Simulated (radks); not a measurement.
Problem. Radial electron density D(r) = 4 pi r^2 rho(r) of an atom or ion with 45 electrons. All-electron calculation, Dirac Kohn-Sham, BLYP, spin-unpolarised, spherical densities, finite nucleus; Fermi nuclear charge, rms radius of each element as measured or else 0.836 A^(1/3) + 0.57 fm. Program: a radial shooting solver on a logarithmic mesh with Libxc functionals.

r (bohr)  D(r) (e/bohr)
0.002639          6.203
0.003549          9.964
0.004771          15.55
0.006414          23.35
0.008624          33.31
0.0115            44.10
0.01546           53.93
0.02079           59.11
0.02795           57.56
0.03758           52.22
0.05013           51.61
0.06739           61.51
0.09061           73.04
0.1218            68.61
0.1625            52.84
0.2184            50.52
0.2937            58.77
0.3949            45.98
0.5309            21.98
0.7081            15.70
0.952             16.92
1.28              11.35
1.721             4.835
2.314             1.700
3.086            0.6539
4.149            0.2536
5.578           0.06882
7.499          0.008696
10.08         0.0003742

What is the nuclear charge?

Solution. Z = 46. The innermost maximum, from 1s, lies near gamma/Z bohr with gamma = sqrt(1 - (Z/c)^2) = 0.942, here 0.0205 bohr (found: 0.0225), and its height grows with Z. The density is that of the palladium ion Pd+ in [Kr] 4d8 5p1; the configuration itself is not fixed sharply by these data, and Z only to a few units. D(r) has 4 maxima, at r = 0.0225, 0.0989, 0.298, 0.893 bohr, and minima at 0.0445, 0.194, 0.680 bohr, inside which lie 2.04, 11.15, 29.09 electrons.
